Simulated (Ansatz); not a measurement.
Relaxation of `COc1ccc(-c2cc3sc(-c4cc5sc(-c6cc7sc(-c8ccc(C(F)=C(F)F)cc8)cc7s6)cc5s4)cc3s2)cc1` with RKS PBE-D4/def2-SVP.

```sh
$ ansatz run in.yaml --threads 5 --pin off --events-out ev --progress --plain --max-ram 66560MiB --backend cuda --devices 0, --max-vram 37GiB
```

```yaml
crystal:
  periodic: [false, false, false]
  atoms:
    - {symbol: C, position_ang: [-14.716370, -0.152620, 0.420700]}
    - {symbol: O, position_ang: [-13.893640, 0.657100, -0.384240]}
    - {symbol: C, position_ang: [-12.545570, 0.528850, -0.280930]}
    - {symbol: C, position_ang: [-11.882630, -0.364160, 0.556090]}
    - {symbol: C, position_ang: [-10.502330, -0.394310, 0.577050]}
    - {symbol: C, position_ang: [-9.736820, 0.452050, -0.225190]}
    - {symbol: C, position_ang: [-8.293170, 0.406560, -0.179310]}
    - {symbol: C, position_ang: [-7.390850, 1.246510, -0.783310]}
    - {symbol: C, position_ang: [-6.065530, 0.880260, -0.515440]}
    - {symbol: S, position_ang: [-4.517310, 1.497110, -0.968230]}
    - {symbol: C, position_ang: [-3.716770, 0.227870, -0.055340]}
    - {symbol: C, position_ang: [-2.294740, 0.162420, -0.028540]}
    - {symbol: C, position_ang: [-1.500300, -0.735390, 0.649800]}
    - {symbol: C, position_ang: [-0.141000, -0.487830, 0.436000]}
    - {symbol: S, position_ang: [1.328960, -1.213500, 0.979600]}
    - {symbol: C, position_ang: [2.273760, -0.044970, 0.069760]}
    - {symbol: C, position_ang: [3.695810, -0.099780, 0.104820]}
    - {symbol: C, position_ang: [4.590270, 0.709200, -0.561040]}
    - {symbol: C, position_ang: [5.913340, 0.349460, -0.285330]}
    - {symbol: S, position_ang: [7.460550, 0.925280, -0.784610]}
    - {symbol: C, position_ang: [8.269300, -0.300000, 0.185450]}
    - {symbol: C, position_ang: [9.708520, -0.382570, 0.182000]}
    - {symbol: C, position_ang: [10.385800, -1.379570, 0.893630]}
    - {symbol: C, position_ang: [11.758260, -1.463350, 0.857320]}
    - {symbol: C, position_ang: [12.514130, -0.556100, 0.107190]}
    - {symbol: C, position_ang: [13.960440, -0.702190, 0.087820]}
    - {symbol: F, position_ang: [14.453180, -1.740280, 0.802570]}
    - {symbol: C, position_ang: [14.883060, 0.040250, -0.533880]}
    - {symbol: F, position_ang: [16.187940, -0.192010, -0.474120]}
    - {symbol: F, position_ang: [14.642520, 1.105500, -1.288090]}
    - {symbol: C, position_ang: [11.845980, 0.452010, -0.594710]}
    - {symbol: C, position_ang: [10.473290, 0.531320, -0.552060]}
    - {symbol: C, position_ang: [7.368780, -1.092930, 0.855900]}
    - {symbol: C, position_ang: [6.044800, -0.728880, 0.590360]}
    - {symbol: S, position_ang: [4.496650, -1.314310, 1.086720]}
    - {symbol: C, position_ang: [1.478980, 0.847750, -0.614630]}
    - {symbol: C, position_ang: [0.120420, 0.596080, -0.405030]}
    - {symbol: S, position_ang: [-1.349980, 1.325860, -0.943080]}
    - {symbol: C, position_ang: [-4.613980, -0.614390, 0.562810]}
    - {symbol: C, position_ang: [-5.936090, -0.243300, 0.299490]}
    - {symbol: S, position_ang: [-7.488150, -0.855600, 0.745310]}
    - {symbol: C, position_ang: [-10.415310, 1.339640, -1.070560]}
    - {symbol: C, position_ang: [-11.788770, 1.377610, -1.094250]}
    - {symbol: H, position_ang: [-14.537200, 0.025280, 1.485670]}
    - {symbol: H, position_ang: [-14.576170, -1.215080, 0.198920]}
    - {symbol: H, position_ang: [-15.737950, 0.133440, 0.176430]}
    - {symbol: H, position_ang: [-12.427650, -1.038840, 1.197280]}
    - {symbol: H, position_ang: [-10.001850, -1.088400, 1.237290]}
    - {symbol: H, position_ang: [-7.660760, 2.094330, -1.384400]}
    - {symbol: H, position_ang: [-1.882020, -1.524120, 1.269760]}
    - {symbol: H, position_ang: [4.304750, 1.511540, -1.214890]}
    - {symbol: H, position_ang: [9.832240, -2.098210, 1.475290]}
    - {symbol: H, position_ang: [12.259760, -2.241700, 1.411910]}
    - {symbol: H, position_ang: [12.393340, 1.174140, -1.176810]}
    - {symbol: H, position_ang: [9.971920, 1.315480, -1.099590]}
    - {symbol: H, position_ang: [7.638220, -1.898060, 1.513160]}
    - {symbol: H, position_ang: [1.862070, 1.642050, -1.226660]}
    - {symbol: H, position_ang: [-4.330260, -1.455090, 1.167060]}
    - {symbol: H, position_ang: [-9.860250, 2.000460, -1.717350]}
    - {symbol: H, position_ang: [-12.313660, 2.062130, -1.741560]}
basis:
  gaussian: {orbitals: def2-SVP, fitting: {mean_field: def2-universal-jkfit}}
hamiltonian: {xc: pbe, dispersion: d4}
scf: {lower_state_search: "off"}
output: {orbitals: {seedname: orbitals}}
relax: {f_tol: 0.03, max_steps: 70}
```

Run time 47 s (5 threads of AMD EPYC 7R13 on a shared host and a share (37 GiB) of an NVIDIA H100 80GB HBM3), peak host memory 1.2 GiB.

Positions (Å) and forces (eV/Å) at steps 1, 2, 3, 4 of 5:

```xyz
60
step=1 energy=-109576.2626 eV
C   -14.716   -0.153    0.421    0.237    0.261   -0.261
O   -13.894    0.657   -0.384    0.136    0.199   -0.193
C   -12.546    0.529   -0.281   -0.600    0.153   -0.124
C   -11.883   -0.364    0.556   -0.304   -0.180    0.159
C   -10.502   -0.394    0.577    0.067    0.022   -0.027
C    -9.737    0.452   -0.225    0.401   -0.088    0.070
C    -8.293    0.407   -0.179   -0.304   -0.349    0.269
C    -7.391    1.247   -0.783    0.297    0.177   -0.148
C    -6.066    0.880   -0.515    0.194    0.324   -0.249
S    -4.517    1.497   -0.968    0.082    0.285   -0.201
C    -3.717    0.228   -0.055    0.234    0.365   -0.274
C    -2.295    0.162   -0.029   -0.179    0.377   -0.275
C    -1.500   -0.735    0.650    0.233   -0.152    0.114
C    -0.141   -0.488    0.436    0.152   -0.317    0.241
S     1.329   -1.214    0.980    0.053   -0.297    0.224
C     2.274   -0.045    0.070    0.175   -0.374    0.292
C     3.696   -0.100    0.105   -0.241   -0.338    0.274
C     4.590    0.709   -0.561    0.242    0.115   -0.093
C     5.913    0.349   -0.285    0.214    0.307   -0.233
S     7.461    0.925   -0.785    0.131    0.262   -0.236
C     8.269   -0.300    0.185    0.263    0.333   -0.257
C     9.709   -0.383    0.182   -0.346    0.056   -0.012
C    10.386   -1.380    0.894   -0.110    0.071   -0.034
C    11.758   -1.463    0.857    0.159   -0.112    0.073
C    12.514   -0.556    0.107    0.720    0.042   -0.081
C    13.960   -0.702    0.088   -0.491   -0.626    0.511
F    14.453   -1.740    0.803    0.076   -0.128    0.095
C    14.883    0.040   -0.534    1.166    0.757   -0.634
F    16.188   -0.192   -0.474   -0.141   -0.154    0.114
F    14.643    1.105   -1.288   -0.251    0.026   -0.001
C    11.846    0.452   -0.595    0.001    0.078   -0.056
C    10.473    0.531   -0.552   -0.018   -0.020    0.020
C     7.369   -1.093    0.856   -0.285   -0.153    0.150
C     6.045   -0.729    0.590   -0.217   -0.302    0.244
S     4.497   -1.314    1.087   -0.054   -0.278    0.236
C     1.479    0.848   -0.615   -0.225    0.146   -0.099
C     0.120    0.596   -0.405   -0.166    0.328   -0.248
S    -1.350    1.326   -0.943   -0.043    0.304   -0.247
C    -4.614   -0.614    0.563   -0.234   -0.123    0.098
C    -5.936   -0.243    0.299   -0.252   -0.305    0.250
S    -7.488   -0.856    0.745   -0.122   -0.302    0.178
C   -10.415    1.340   -1.071    0.057   -0.009    0.039
C   -11.789    1.378   -1.094   -0.171    0.086   -0.075
H   -14.537    0.025    1.486    0.076    0.038    0.617
H   -14.576   -1.215    0.199    0.052   -0.622   -0.063
H   -15.738    0.133    0.176   -0.596    0.085   -0.069
H   -12.428   -1.039    1.197   -0.397   -0.440    0.424
H   -10.002   -1.088    1.237    0.270   -0.477    0.473
H    -7.661    2.094   -1.384   -0.316    0.652   -0.472
H    -1.882   -1.524    1.270   -0.378   -0.619    0.487
H     4.305    1.512   -1.215   -0.305    0.624   -0.508
H     9.832   -2.098    1.475   -0.396   -0.525    0.417
H    12.260   -2.242    1.412    0.346   -0.488    0.334
H    12.393    1.174   -1.177    0.394    0.474   -0.388
H     9.972    1.315   -1.100   -0.287    0.567   -0.407
H     7.638   -1.898    1.513    0.328   -0.637    0.492
H     1.862    1.642   -1.227    0.370    0.624   -0.484
H    -4.330   -1.455    1.167    0.305   -0.666    0.475
H    -9.860    2.000   -1.717    0.379    0.464   -0.455
H   -12.314    2.062   -1.742   -0.386    0.480   -0.464
60
step=2 energy=-109576.6744 eV
C   -14.814   -0.155    0.421    0.040    0.084   -0.083
O   -14.000    0.668   -0.390    0.018    0.054   -0.048
C   -12.651    0.543   -0.285   -0.187    0.050   -0.051
C   -11.994   -0.361    0.564   -0.068   -0.084    0.084
C   -10.600   -0.396    0.590    0.038    0.020   -0.012
C    -9.818    0.450   -0.219    0.123   -0.041    0.050
C    -8.364    0.404   -0.181   -0.099   -0.104    0.021
C    -7.457    1.251   -0.800    0.140    0.124   -0.062
C    -6.120    0.884   -0.530   -0.007    0.082   -0.067
S    -4.565    1.502   -0.979    0.082    0.174   -0.121
C    -3.749    0.235   -0.064    0.082    0.081   -0.065
C    -2.316    0.173   -0.032   -0.079    0.083   -0.068
C    -1.518   -0.734    0.658    0.106   -0.101    0.078
C    -0.147   -0.486    0.446   -0.016   -0.075    0.062
S     1.328   -1.213    0.991    0.065   -0.175    0.135
C     2.290   -0.046    0.084    0.073   -0.087    0.074
C     3.723   -0.106    0.117   -0.089   -0.071    0.060
C     4.624    0.711   -0.559    0.127    0.082   -0.069
C     5.958    0.348   -0.285   -0.001    0.078   -0.074
S     7.511    0.919   -0.793    0.114    0.166   -0.120
C     8.336   -0.302    0.180    0.089    0.055   -0.071
C     9.786   -0.380    0.172   -0.117    0.025   -0.010
C    10.470   -1.385    0.890    0.007    0.011   -0.016
C    11.856   -1.472    0.858   -0.005   -0.055    0.041
C    12.625   -0.557    0.108    0.293    0.033   -0.048
C    14.076   -0.709    0.100   -0.161   -0.209    0.174
F    14.566   -1.747    0.819    0.013   -0.014    0.017
C    15.009    0.041   -0.527    0.477    0.261   -0.245
F    16.310   -0.200   -0.465   -0.108   -0.070    0.067
F    14.757    1.103   -1.284   -0.131   -0.021    0.032
C    11.950    0.458   -0.603   -0.048    0.042   -0.024
C    10.565    0.538   -0.566    0.001   -0.008    0.003
C     7.431   -1.107    0.859   -0.140   -0.099    0.095
C     6.095   -0.739    0.596   -0.004   -0.075    0.062
S     4.541   -1.320    1.097   -0.069   -0.171    0.144
C     1.492    0.859   -0.607   -0.100    0.092   -0.078
C     0.122    0.606   -0.400    0.012    0.083   -0.063
S    -1.354    1.333   -0.947   -0.059    0.186   -0.136
C    -4.652   -0.618    0.559   -0.122   -0.093    0.063
C    -5.986   -0.247    0.293   -0.015   -0.100    0.053
S    -7.544   -0.868    0.729   -0.110   -0.143    0.134
C   -10.499    1.350   -1.071   -0.022   -0.018    0.002
C   -11.885    1.396   -1.103   -0.031    0.055   -0.050
H   -14.628    0.019    1.499    0.016    0.012    0.175
H   -14.662   -1.229    0.200    0.013   -0.177   -0.020
H   -15.856    0.117    0.188   -0.156    0.018   -0.016
H   -12.554   -1.039    1.214   -0.096   -0.099    0.098
H   -10.103   -1.098    1.269    0.059   -0.134    0.129
H    -7.741    2.109   -1.411   -0.111    0.155   -0.104
H    -1.914   -1.534    1.285   -0.115   -0.142    0.116
H     4.325    1.523   -1.223   -0.097    0.148   -0.119
H     9.907   -2.116    1.475   -0.092   -0.140    0.110
H    12.362   -2.264    1.417    0.097   -0.124    0.090
H    12.507    1.187   -1.193    0.108    0.123   -0.098
H    10.064    1.334   -1.128   -0.056    0.158   -0.115
H     7.716   -1.929    1.517    0.119   -0.143    0.116
H     1.889    1.663   -1.229    0.109    0.149   -0.111
H    -4.356   -1.471    1.171    0.096   -0.156    0.113
H    -9.931    2.015   -1.728    0.091    0.121   -0.118
H   -12.412    2.089   -1.766   -0.101    0.127   -0.115
60
step=3 energy=-109576.7247 eV
C   -14.873   -0.153    0.417    0.000   -0.004    0.001
O   -14.057    0.673   -0.392    0.001   -0.004    0.011
C   -12.708    0.548   -0.287   -0.011   -0.007    0.010
C   -12.050   -0.358    0.571    0.011    0.008   -0.003
C   -10.651   -0.398    0.598    0.005    0.004   -0.009
C    -9.862    0.444   -0.218    0.017   -0.005   -0.002
C    -8.402    0.398   -0.185   -0.021    0.078    0.041
C    -7.492    1.258   -0.799    0.034   -0.024   -0.038
C    -6.150    0.886   -0.537   -0.058   -0.027    0.030
S    -4.590    1.507   -0.987    0.025    0.040   -0.033
C    -3.767    0.236   -0.075    0.033   -0.033    0.036
C    -2.327    0.177   -0.036   -0.038   -0.031    0.037
C    -1.526   -0.731    0.663    0.032   -0.004   -0.010
C    -0.150   -0.482    0.455   -0.059    0.037   -0.021
S     1.329   -1.211    1.006    0.024   -0.048    0.033
C     2.299   -0.045    0.096    0.036    0.033   -0.026
C     3.739   -0.108    0.126   -0.036    0.045   -0.028
C     4.644    0.709   -0.559    0.031   -0.002    0.009
C     5.984    0.345   -0.289   -0.061   -0.018    0.030
S     7.541    0.921   -0.798    0.034    0.014   -0.051
C     8.372   -0.309    0.166    0.029   -0.010    0.050
C     9.828   -0.384    0.155   -0.022    0.004   -0.003
C    10.518   -1.390    0.876    0.010    0.010   -0.003
C    11.909   -1.475    0.854   -0.022   -0.007    0.007
C    12.686   -0.557    0.106    0.048    0.013   -0.022
C    14.138   -0.711    0.110   -0.020   -0.011    0.019
F    14.624   -1.748    0.836   -0.012    0.015   -0.009
C    15.079    0.040   -0.517    0.101    0.036   -0.022
F    16.376   -0.203   -0.443   -0.045   -0.016    0.016
F    14.820    1.101   -1.272   -0.038   -0.025    0.014
C    12.006    0.459   -0.612   -0.018   -0.002    0.006
C    10.615    0.537   -0.583   -0.009   -0.011    0.010
C     7.465   -1.114    0.857   -0.039   -0.016   -0.012
C     6.124   -0.745    0.597    0.057    0.032   -0.025
S     4.565   -1.325    1.107   -0.022   -0.045    0.034
C     1.498    0.865   -0.600   -0.028    0.001    0.006
C     0.123    0.614   -0.395    0.058   -0.028    0.031
S    -1.357    1.344   -0.944   -0.022    0.038   -0.049
C    -4.675   -0.624    0.550   -0.029    0.013    0.008
C    -6.014   -0.252    0.286    0.056    0.037   -0.002
S    -7.576   -0.865    0.740   -0.030   -0.063   -0.026
C   -10.546    1.345   -1.076   -0.010   -0.004    0.017
C   -11.936    1.400   -1.109    0.004    0.003   -0.009
H   -14.690    0.018    1.502   -0.005    0.002   -0.004
H   -14.717   -1.234    0.197   -0.001    0.004   -0.002
H   -15.921    0.113    0.184    0.005    0.004   -0.005
H   -12.616   -1.034    1.226   -0.002    0.001   -0.002
H   -10.158   -1.104    1.284   -0.012   -0.001    0.001
H    -7.787    2.123   -1.405   -0.023   -0.014    0.001
H    -1.932   -1.533    1.293   -0.013    0.005   -0.007
H     4.336    1.526   -1.223   -0.014   -0.007    0.003
H     9.952   -2.127    1.465    0.008   -0.005   -0.002
H    12.415   -2.268    1.420   -0.001    0.002   -0.006
H    12.568    1.194   -1.201   -0.001   -0.003    0.000
H    10.119    1.339   -1.152    0.014    0.000   -0.004
H     7.763   -1.936    1.519    0.025    0.006   -0.012
H     1.904    1.672   -1.223    0.011   -0.007    0.003
H    -4.369   -1.479    1.166    0.013    0.001   -0.010
H    -9.974    2.012   -1.737   -0.004   -0.003   -0.005
H   -12.464    2.099   -1.774    0.002   -0.006    0.000
60
step=4 energy=-109576.7256 eV
C   -14.882   -0.151    0.417   -0.002   -0.005    0.002
O   -14.063    0.675   -0.390    0.007   -0.002    0.011
C   -12.714    0.550   -0.282   -0.002   -0.010    0.004
C   -12.056   -0.355    0.577    0.005    0.006   -0.009
C   -10.657   -0.395    0.604    0.005    0.006    0.006
C    -9.866    0.447   -0.211    0.002   -0.005   -0.006
C    -8.406    0.401   -0.180    0.001   -0.041   -0.090
C    -7.496    1.251   -0.808    0.016    0.032    0.057
C    -6.154    0.884   -0.539   -0.027   -0.032   -0.001
S    -4.592    1.509   -0.987    0.004    0.015    0.005
C    -3.768    0.240   -0.069    0.012   -0.028    0.004
C    -2.328    0.180   -0.032   -0.015   -0.031    0.000
C    -1.526   -0.731    0.664    0.015    0.014    0.009
C    -0.150   -0.479    0.458   -0.024    0.019   -0.020
S     1.331   -1.210    1.009    0.004   -0.006    0.009
C     2.301   -0.041    0.101    0.014    0.017   -0.015
C     3.741   -0.105    0.129   -0.013    0.018   -0.020
C     4.646    0.712   -0.557    0.014   -0.011   -0.001
C     5.986    0.344   -0.292   -0.024   -0.026    0.004
S     7.545    0.911   -0.815    0.006    0.024    0.022
C     8.377   -0.310    0.162    0.005   -0.046   -0.025
C     9.833   -0.384    0.152   -0.004   -0.001   -0.006
C    10.523   -1.390    0.873    0.003   -0.001   -0.005
C    11.914   -1.475    0.852   -0.010   -0.002   -0.001
C    12.693   -0.555    0.107    0.006    0.010   -0.002
C    14.145   -0.708    0.117   -0.001    0.006   -0.006
F    14.629   -1.744    0.845   -0.007    0.009   -0.001
C    15.088    0.043   -0.508    0.029   -0.006   -0.005
F    16.385   -0.201   -0.429   -0.018    0.000    0.010
F    14.828    1.100   -1.266   -0.014   -0.009    0.008
C    12.012    0.459   -0.612   -0.002   -0.006    0.002
C    10.621    0.536   -0.585   -0.007   -0.005    0.004
C     7.469   -1.120    0.847   -0.019    0.022    0.023
C     6.128   -0.748    0.593    0.026    0.014   -0.025
S     4.568   -1.326    1.107   -0.003   -0.004    0.011
C     1.499    0.869   -0.595   -0.013   -0.007    0.000
C     0.123    0.617   -0.391    0.023   -0.024    0.013
S    -1.358    1.343   -0.948   -0.003    0.019    0.008
C    -4.677   -0.622    0.553   -0.013   -0.004   -0.018
C    -6.016   -0.254    0.285    0.022    0.001   -0.032
S    -7.580   -0.884    0.717   -0.006    0.041    0.052
C   -10.552    1.347   -1.071   -0.004   -0.007   -0.003
C   -11.942    1.400   -1.106    0.005    0.002   -0.001
H   -14.704    0.021    1.503   -0.003    0.000   -0.011
H   -14.725   -1.232    0.197   -0.001    0.011    0.001
H   -15.929    0.115    0.178    0.009    0.000   -0.001
H   -12.623   -1.030    1.232    0.003    0.006   -0.004
H   -10.166   -1.102    1.291   -0.007    0.010   -0.003
H    -7.795    2.112   -1.418   -0.007   -0.006    0.018
H    -1.933   -1.533    1.291   -0.002    0.013   -0.005
H     4.336    1.526   -1.223   -0.003   -0.007    0.011
H     9.958   -2.130    1.459    0.010    0.007   -0.003
H    12.420   -2.269    1.418   -0.006    0.008   -0.004
H    12.574    1.195   -1.202   -0.006   -0.006    0.005
H    10.127    1.337   -1.158    0.010   -0.005    0.007
H     7.771   -1.943    1.506    0.008    0.015   -0.007
H     1.906    1.675   -1.219    0.001   -0.008    0.010
H    -4.370   -1.481    1.163    0.002    0.016   -0.001
H    -9.980    2.010   -1.737   -0.008   -0.002    0.009
H   -12.469    2.096   -1.776    0.006   -0.007    0.007
```

Single mean-field runs in def2-SVP are fitted with def2-universal-jkfit.
